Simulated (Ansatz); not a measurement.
`FC1C=N[SiH2]1` → `C[SiH](F)C#N`  (isomerisation)

Computed with Ansatz on PBE0-D4/def2-TZVP structures; ΔE is electronic, products minus reactants. CCSD(T)/CBS adds triple-zeta CCSD(T) − MP2 to the extrapolated MP2 energy (def2 sets, frozen cores). DFT in def2-TZVPP.

Q: Is it downhill or uphill in electronic energy at CCSD(T)/CBS, and by how much? (Estimate.)

A: Ansatz gave: Downhill: ΔE = -342.2 kJ/mol.

Q: What do these levels give: PBE-D4, CAM-B3LYP-D4, r2SCANh, BHLYP, LC-ωPBE, HF/def2-TZVPP? (Estimate.)

A: Computed: PBE-D4 -299.7, CAM-B3LYP-D4 -330.7, r2SCANh -324.4, BHLYP -338.6, LC-ωPBE -312.9, HF/def2-TZVPP -360.3 kJ/mol.

Largest T1 diagnostic among the species: 0.013.

At CCSD(T), def2-SVP lies +11.0 kJ/mol from the extrapolated value and def2-TZVPP −1.6 kJ/mol. From PBE to PBE0 (25 % exact exchange), in def2-TZVPP and without D4, ΔE moves by −4.1 kJ/mol. Leaving LDA and LC-ωPBE aside and taking each functional with its dispersion term where it has one, the values, not all of them listed here, spread over 47.2 kJ/mol, from B2PLYP to PBE-D4. LDA lies +30.9 kJ/mol from PBE without D4.
